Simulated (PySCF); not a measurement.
Stretching KI

Set-up: basis K x2c-TZVPall, I x2c-TZVPall; spin-free X2C with a Gaussian nucleus; PySCF 2.14. Energies in eV from K + I in their ground configurations at the same level. All curves are PBE0. state 1: ¹Σ⁺ (singlet), closed shell; state 2: triplet, unpaired electrons σ ↑, π ↑, a second solution, started from another occupation.

| R (Å) | state 1 | state 2 |
| --- | --- | --- |
| 2.640 | -2.879 | 1.3903 |
| 2.763 | -3.189 | 0.9343 |
| 2.886 | -3.356 | 0.6205 |
| 2.978 | -3.413 | 0.4521 |
| 3.070 | -3.428 | 0.3261 |
| 3.162 | -3.411 | 0.2322 |
| 3.285 | -3.352 | 0.1434 |
| 3.438 | -3.240 | 0.0727 |
| 3.623 | -3.074 | 0.0242 |
| 3.868 | -2.831 | -0.0072 |

Put a parabola through the three lowest points of the state 1 curve and estimate Re, k and ωe (reduced mass 29.81 u; 1 eV/Å² = 0.16022 mdyn/Å; ωe = 1302.8·√(k/μ) cm⁻¹).

Through R = 2.978, 3.07, 3.162 Å the second-order coefficient is 1.89 eV/Å², so Re ≈ 3.067 Å, k ≈ 0.606 mdyn/Å and ωe ≈ 186 cm⁻¹. A polynomial fit of higher order to the unrounded PBE0 energies gives Re = 3.062 Å, k = 0.617 mdyn/Å, ωe = 187 cm⁻¹; anharmonicity and rounding make the difference.

The higher-order fit for each curve: state 1: Re = 3.062 Å, ωe = 187 cm⁻¹, De = 3.43 eV. State 2 gave no clean fit.

These are scalar-relativistic numbers at best; spin–orbit coupling would shift them, the dissociation energy most.
